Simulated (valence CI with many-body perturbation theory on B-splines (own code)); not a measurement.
# E1 line list for Er52+

Calculated by relativistic CI+MBPT: six valence electrons over a frozen Dirac-Fock core [Ne], radial functions for each j: 9 s, 9 p, 8 d, 6 f, 3 g, 1 h, with the one-electron correlation potential Σ1 (screened to all orders), the two-electron term Σ2, the three-electron term Σ3, Breit, model QED; selected single and double excitations, second order for the rest, scaled by the run's own slope (own B-spline code, finite nucleus).

The last digits are not significant, and no measured levels were compared; by estimate large intervals hold to a few tenths of a per cent, small ones and those within an open d or f shell to about a per cent. Among the levels kept, up to 1000 cm⁻¹ of a level comes from second order outside the variational space, and about a tenth of that is noise between levels of different J, which matters for small intervals.

Lines 1 to 50 of 137 in falling wavelength, among levels below 523.54 eV, chosen from the strongest by gf and those to the six lowest levels. Wavelengths and rates use the calculated energies. Electric multipoles are in the length gauge with retardation, E1 and E2 with the static RPA response of the core. Weak lines are less certain than strong ones. Lines between different terms over intervals too small for the method are left out, as are lines whose strength nearly cancels. The highest levels of a list are the least certain.

Levels are named by their leading jj configuration (3d3/2^4 stands for four electrons in 3d with j = 3/2), which in mixed levels can hold well under half, so a name can repeat and another be missing. Letters in brackets count levels of one name in rising energy.

```csv
λ vac (Å),Upper,Lower,A (s⁻¹),S (a.u.)
3829,(3s^2 3p1/2^2 3d3/2 3d5/2) J=3,(3s^2 3p1/2 3p3/2^2 3d5/2) J=3,2.85e+02,5.53e-05
3686,(3s^2 3p1/2^2 3d3/2 3d5/2) J=1,(3s^2 3p1/2 3p3/2^2 3d5/2) J=1,5.06e+02,3.75e-05
3638,(3s^2 3p1/2^2 3d3/2 3d5/2) J=4,(3s^2 3p1/2 3p3/2^2 3d5/2) J=5,2.33e+03,4.98e-04
2434,(3s^2 3p1/2 3p3/2^2 3d3/2) J=1 [b],(3s^2 3p3/2^4) J=0,2.67e+03,5.70e-05
1932,(3s^2 3p1/2^2 3d3/2 3d5/2) J=4,(3s^2 3p1/2 3p3/2^2 3d5/2) J=4 [b],5.15e+03,1.65e-04
1482,(3s^2 3p1/2 3p3/2^2 3d5/2) J=4 [b],(3s^2 3p1/2^2 3d3/2 3d5/2) J=3,2.32e+04,3.36e-04
1194,(3s^2 3p1/2 3p3/2^2 3d3/2) J=3 [a],(3s^2 3p1/2^2 3d3/2^2) J=2,4.90e+04,2.88e-04
1014,(3s^2 3p1/2^2 3d3/2 3d5/2) J=3,(3s^2 3p1/2 3p3/2^2 3d3/2) J=2 [c],2.08e+04,7.50e-05
985.9,(3s^2 3p1/2 3p3/2^3) J=1,(3s^2 3p1/2^2 3p3/2 3d3/2) J=0,1.73e+04,2.45e-05
950.7,(3s^2 3p1/2 3p3/2^3) J=1,(3s^2 3p1/2^2 3p3/2 3d3/2) J=1,2.36e+04,3.00e-05
937.5,(3s^2 3p1/2^2 3d3/2 3d5/2) J=2,(3s^2 3p1/2 3p3/2^2 3d5/2) J=3,8.16e+03,1.66e-05
781.3,(3s^2 3p1/2^2 3d3/2^2) J=0,(3s^2 3p1/2 3p3/2^2 3d3/2) J=1 [a],1.48e+05,3.49e-05
693.4,(3s^2 3p1/2^2 3d3/2 3d5/2) J=3,(3s^2 3p1/2 3p3/2^2 3d3/2) J=3 [b],5.57e+03,6.41e-06
688.1,(3s^2 3p1/2^2 3d3/2 3d5/2) J=4,(3s^2 3p1/2 3p3/2^2 3d5/2) J=3,9.80e+03,1.42e-05
682.4,(3s^2 3p1/2^2 3d3/2 3d5/2) J=2,(3s^2 3p1/2 3p3/2^2 3d3/2) J=1 [b],7.59e+04,5.95e-05
612.5,(3s^2 3p1/2 3p3/2^3) J=1,(3s^2 3p1/2^2 3p3/2 3d3/2) J=2,2.17e+04,7.37e-06
587.2,(3s^2 3p1/2 3p3/2^3) J=2,(3s^2 3p1/2^2 3p3/2 3d3/2) J=3,2.24e+04,1.12e-05
567.5,(3s^2 3p1/2 3p3/2^3) J=2,(3s^2 3p1/2^2 3p3/2 3d3/2) J=1,6.07e+05,2.74e-04
567.2,(3s^2 3p1/2^2 3d3/2 3d5/2) J=1,(3s^2 3p1/2 3p3/2^2 3d3/2) J=1 [b],1.54e+05,4.15e-05
558.2,(3s^2 3p1/2^2 3d3/2 3d5/2) J=2,(3s^2 3p1/2 3p3/2^2 3d3/2) J=2 [c],1.78e+05,7.66e-05
525.6,(3s^2 3p1/2 3p3/2^2 3d5/2) J=1,(3s^2 3p3/2^4) J=0,7.49e+05,1.61e-04
478.7,(3s^2 3p1/2^2 3d3/2 3d5/2) J=1,(3s^2 3p1/2 3p3/2^2 3d3/2) J=2 [c],1.01e+05,1.64e-05
449.1,(3s^2 3p1/2 3p3/2^2 3d5/2) J=2,(3s^2 3p1/2^2 3d3/2 3d5/2) J=3,2.26e+04,5.05e-06
426.8,(3s^2 3p1/2 3p3/2^3) J=2,(3s^2 3p1/2^2 3p3/2 3d3/2) J=2,6.80e+05,1.30e-04
401.9,(3s^2 3p1/2^2 3d3/2 3d5/2) J=3,(3s^2 3p1/2 3p3/2^2 3d3/2) J=2 [b],9.33e+04,2.09e-05
395.0,(3s^2 3p1/2 3p3/2^2 3d3/2) J=1 [b],(3s^2 3p1/2^2 3d3/2^2) J=0,1.09e+06,9.99e-05
379.6,(3s^2 3p1/2^2 3d3/2 3d5/2) J=4,(3s^2 3p1/2 3p3/2^2 3d3/2) J=3 [b],8.91e+05,2.17e-04
371.9,(3s^2 3p1/2^2 3p3/2 3d5/2) J=2,(3s^2 3p1/2 3p3/2^3) J=2,1.57e+06,1.99e-04
335.6,(3s^2 3p1/2^2 3d3/2^2) J=2,(3s 3p1/2^2 3p3/2^3) J=2,1.04e+05,9.69e-06
318.9,(3s^2 3p1/2^2 3d3/2^2) J=0,(3s 3p1/2^2 3p3/2^3) J=1,6.65e+05,1.06e-05
303.6,(3s^2 3p1/2^2 3d3/2 3d5/2) J=2,(3s^2 3p1/2 3p3/2^2 3d3/2) J=2 [b],1.37e+05,9.44e-06
294.2,(3s^2 3p1/2^2 3p3/2 3d5/2) J=2,(3s^2 3p1/2 3p3/2^3) J=1,2.19e+06,1.38e-04
294.1,(3s^2 3p3/2^4) J=0,(3s^2 3p1/2 3p3/2^2 3d3/2) J=1 [a],4.78e+06,6.00e-05
293.5,(3s^2 3p1/2^2 3d3/2 3d5/2) J=3,(3s^2 3p1/2 3p3/2^2 3d3/2) J=4,9.47e+05,8.27e-05
290.7,(3s^2 3p1/2 3p3/2^2 3d3/2) J=3 [b],(3s^2 3p1/2^2 3d3/2^2) J=2,2.26e+06,1.92e-04
284.2,(3s^2 3p1/2 3p3/2^2 3d3/2) J=1 [c],(3s^2 3p1/2^2 3d3/2^2) J=0,1.29e+05,4.37e-06
278.5,(3s^2 3p1/2^2 3d3/2 3d5/2) J=1,(3s^2 3p1/2 3p3/2^2 3d3/2) J=2 [b],9.50e+04,3.04e-06
256.7,(3s^2 3p1/2 3p3/2^2 3d3/2) J=2 [c],(3s^2 3p1/2^2 3d3/2^2) J=2,2.52e+06,1.05e-04
247.3,(3s^2 3p1/2^2 3d3/2 3d5/2) J=3,(3s^2 3p1/2 3p3/2^2 3d3/2) J=3 [a],2.29e+06,1.20e-04
236.9,(3s^2 3p1/2 3p3/2^2 3d3/2) J=1 [b],(3s^2 3p1/2^2 3d3/2^2) J=2,6.90e+05,1.36e-05
217.4,(3s^2 3p1/2^2 3d3/2 3d5/2) J=4,(3s^2 3p1/2 3p3/2^2 3d3/2) J=4,7.95e+06,3.63e-04
216.4,(3s^2 3p1/2 3p3/2^2 3d5/2) J=3,(3s^2 3p1/2^2 3d3/2^2) J=2,1.34e+05,4.70e-06
216.3,(3s^2 3p1/2^2 3d3/2 3d5/2) J=3,(3s^2 3p1/2 3p3/2^2 3d3/2) J=2 [a],9.09e+05,3.18e-05
206.2,(3s^2 3p1/2^2 3d3/2 3d5/2) J=2,(3s^2 3p1/2 3p3/2^2 3d3/2) J=3 [a],2.10e+05,4.54e-06
202.6,(3s^2 3p1/2^2 3p3/2 3d5/2) J=1,(3s^2 3p1/2 3p3/2^3) J=2,6.72e+06,8.26e-05
191.0,(3s^2 3p1/2^2 3d3/2 3d5/2) J=4,(3s^2 3p1/2 3p3/2^2 3d3/2) J=3 [a],8.77e+05,2.71e-05
190.2,(3s^2 3p3/2^4) J=0,(3s 3p1/2^2 3p3/2^3) J=1,5.49e+07,1.87e-04
189.5,(3s^2 3p1/2^2 3d3/2 3d5/2) J=2,(3s^2 3p1/2 3p3/2^2 3d3/2) J=1 [a],3.37e+06,5.65e-05
184.2,(3s^2 3p1/2^2 3d3/2 3d5/2) J=2,(3s^2 3p1/2 3p3/2^2 3d3/2) J=2 [a],6.66e+06,1.03e-04
179.4,(3s^2 3p1/2^2 3d3/2 3d5/2) J=1,(3s^2 3p1/2 3p3/2^2 3d3/2) J=1 [a],1.53e+07,1.31e-04
```
